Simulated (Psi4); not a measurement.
C₂H₄Cl (SMILES C[CH]Cl), doublet (typed; the unrestricted solution is spin-contaminated), at a GFN2-xTB geometry, with bond 7-2 at 2.0 times its length. Base run: PBE0/cc-pVDZ (Psi4).

Geometry (Å):
```xyz
7

C      0.0468     0.7047    -0.2045
C      1.5152     0.6682    -0.0628
Cl    -0.8604    -0.6858     0.1472
H     -0.4505     1.4415    -0.8084
H      1.9024     1.6834     0.0012
H      1.8047     0.1143     0.8291
H      2.4837    -0.3057    -1.7759
```
Charge 0, spin multiplicity 2.
Orbitals are unrestricted.
All else is at Psi4's defaults (density fitting).
Base energy -538.41419 Eh.

Variants of this job, named by their change:

```json
[
 {"change": "base", "ΔE vs base (µEh)": "0.0", "SCF cycles": "12", "grid points": "150676", "basis functions": "66"},
 {"change": "guess = modhuckel", "ΔE vs base (µEh)": "0.0", "SCF cycles": "13", "grid points": "150676", "basis functions": "66"},
 {"change": "df_basis_scf = cc-pvtz-jkfit", "ΔE vs base (µEh)": "-13.1", "SCF cycles": "12", "grid points": "150676", "basis functions": "66"},
 {"change": "dft_nuclear_scheme = stratmann", "ΔE vs base (µEh)": "1.0", "SCF cycles": "12", "grid points": "140374", "basis functions": "66"},
 {"change": "guess = gwh", "ΔE vs base (µEh)": "0.0", "SCF cycles": "14", "grid points": "150676", "basis functions": "66"},
 {"change": "dft_radial_scheme = becke", "ΔE vs base (µEh)": "-15.8", "SCF cycles": "12", "grid points": "132994", "basis functions": "66"},
 {"change": "dft_nuclear_scheme = becke", "ΔE vs base (µEh)": "1.3", "SCF cycles": "12", "grid points": "149760", "basis functions": "66"},
 {"change": "ints_tolerance = 1e-8", "ΔE vs base (µEh)": "0.0", "SCF cycles": "12", "grid points": "150676", "basis functions": "66"},
 {"change": "scf_type = disk_df", "ΔE vs base (µEh)": "0.0", "SCF cycles": "12", "grid points": "150676", "basis functions": "66"},
 {"change": "dft_spherical_points = 434", "ΔE vs base (µEh)": "0.3", "SCF cycles": "12", "grid points": "216445", "basis functions": "66"},
 {"change": "basis_guess = sto-3g", "ΔE vs base (µEh)": "0.0", "SCF cycles": "11", "grid points": "150676", "basis functions": "66"},
 {"change": "basis_guess = true", "ΔE vs base (µEh)": "0.0", "SCF cycles": "9", "grid points": "150676", "basis functions": "66"},
 {"change": "scf_initial_accelerator = ediis", "ΔE vs base (µEh)": "0.0", "SCF cycles": "12", "grid points": "150676", "basis functions": "66"}
]
```

Open shells are given as the SCF converged; they aren't shown to be the lowest states, and a large step between rows can be another state.
